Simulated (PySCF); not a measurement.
Molecule: chloro(difluoro)methane, CHClF₂ (charge 0, singlet). 
Structure (B3LYP-D3(BJ)/def2-TZVP (Ansatz) minimum search):
```
C
F 1 1.3432
F 1 1.3432 2 108.21
H 1 1.0879 2 110.03 3 120.24
Cl 1 1.7787 4 109.10 3 120.43
```

Dispersion corrections to the total energy (kcal/mol) from the dftd3 and dftd4 libraries through PySCF: D3(BJ) without and D4 with the three-body term, each with the damping fitted for the functional named.

```csv
functional,D3(BJ),D4
revPBE,-4.27,-6.22
PBE0,-1.32,-1.39
B3LYP,-2.80,-2.76
TPSSh,-1.78,-2.08
BP86,-2.46,…
CAM-B3LYP,…,-1.38
PW6B95,…,-1.53
```

Problem. Fill in the missing entries.

Solution. 
- BP86, D4: -2.18
- CAM-B3LYP, D3(BJ): -1.15
- PW6B95, D3(BJ): -0.73
